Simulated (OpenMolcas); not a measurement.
O2+: from RASSCF to RASPT2

| Item | Value |
| --- | --- |
| Program | OpenMolcas |
| Basis | ANO-RCC [8s7p4d3f2g] |
| Scalar Hamiltonian | DKH2, point nucleus |
| Active space | 4 electrons in 9 orbitals (RAS2 2s 2p; RAS3 3d, at most 2 electrons) |
| State averaging | 2S+1 = 3 even, 6 roots; 2S+1 = 1 even, 11 roots; 2S+1 = 5 odd, 1 root; 2S+1 = 3 odd, 9 roots; 2S+1 = 1 odd, 8 roots |
| Spin-orbit coupling | RASSI with atomic mean-field integrals over the reference wave functions, term energies averaged over their components |

Methods on the same reference wave functions:
A. RASSCF
B. SS-RASPT2, IPEA 0.25 Eh, imaginary shift 0.1 Eh (closed shells correlated: 1s)
C. MS-RASPT2, IPEA 0.25 Eh, imaginary shift 0.1 Eh (closed shells correlated: 1s)

Energies in cm⁻¹ above 2s² 2p² ³P₀, the measured ground level; measured values from Moore, Selected Tables of Atomic Spectra, NSRDS-NBS 3, section 11.

```json
{"Level": "2s² 2p² ³P₀", "A": "0.0", "B": "0.0", "C": "0.0", "Measured": "0.0"}
{"Level": "2s² 2p² ³P₁", "A": "104", "B": "104", "C": "104", "Measured": "113"}
{"Level": "2s² 2p² ³P₂", "A": "307", "B": "307", "C": "308", "Measured": ""}
{"Level": "2s² 2p² ¹D₂", "A": "22327", "B": "20560", "C": "20560", "Measured": "20273"}
{"Level": "2s² 2p² ¹S₀", "A": "46621", "B": "43460", "C": "43470", "Measured": "43186"}
{"Level": "2s 2p³ ⁵S°₂", "A": "56375", "B": "59460", "C": "59460", "Measured": "60325"}
{"Level": "2s 2p³ ³D°₁", "A": "121691", "B": "119850", "C": "119860", "Measured": ""}
{"Level": "2s 2p³ ³D°₂", "A": "121691", "B": "119850", "C": "119860", "Measured": ""}
{"Level": "2s 2p³ ³D°₃", "A": "121694", "B": "119850", "C": "119860", "Measured": ""}
{"Level": "2s 2p³ ³P°₀", "A": "146557", "B": "142570", "C": "142580", "Measured": ""}
{"Level": "2s 2p³ ³P°₁", "A": "146557", "B": "142570", "C": "142580", "Measured": ""}
{"Level": "2s 2p³ ³P°₂", "A": "146558", "B": "142570", "C": "142580", "Measured": ""}
{"Level": "2s 2p³ ¹D°₂", "A": "192580", "B": "187420", "C": "187430", "Measured": "187054"}
{"Level": "2s 2p³ ³S°₁", "A": "202619", "B": "197730", "C": "197740", "Measured": "197088"}
{"Level": "2s 2p³ ¹P°₁", "A": "219451", "B": "211930", "C": "211930", "Measured": "210462"}
```

Deviations, from unrounded energies. A percentage is the sum of absolute deviations over the sum of measured energies, with the sign that they share, or ± where signs differ.

```
                        Against measurement  Levels     A     B     C
             mean absolute deviation (cm-1)       7  4200   560   560
      fine structure of the ground term (%)       1  -8.3  -8.1  -7.9
other terms of the ground configuration (%)       2  +8.6  +0.9  +0.9
                   other configurations (%)       4  ±3.7  ±0.5  ±0.5
```

B, C lie about equally close to measurement and A furthest from it. The largest miss of B in the table is 2s 2p³ ¹P°₁, by +1500 cm-1. The ranking rests on the paired levels alone, and a cruder setting can come out closer through cancelling errors.

Between B and C the level of the table that moves most is 2s 2p³ ³S°₁, by 8.2 cm-1 (lowest in B, highest in C). Moves below CASPT2's spread within the term are not significant.

The two smallest mean deviations differ by little beside CASPT2's spread within terms, so their order carries little weight.

From A to B the spin-free energies of the other terms of 2s² 2p² shown, above ³P, scale by factors of 0.92 to 0.93.

The lowest spin-free term lies below A's lowest term by 0.073 hartree in B, 0.074 hartree in C.

CASPT2 breaks the degeneracy within a term, and the mean is taken; among the terms shown or strongly mixed into the levels shown the widest spread is 22 cm-1 (2s 2p³ ³D°, C). Active for correlation alone: 3d; no level in the range computed is led by a configuration that fills it, so any true level of that kind is missing. Computed and measured levels are paired by configuration, term and J; levels that our copy of the source lacks, or whose pairing is in doubt (as where it misses far off the trend of its configuration), stay unpaired and out of the deviations. Levels of configurations outside the active space are missing. Levels that lie high or do not pair safely by name in every column are left out.

° marks odd parity.
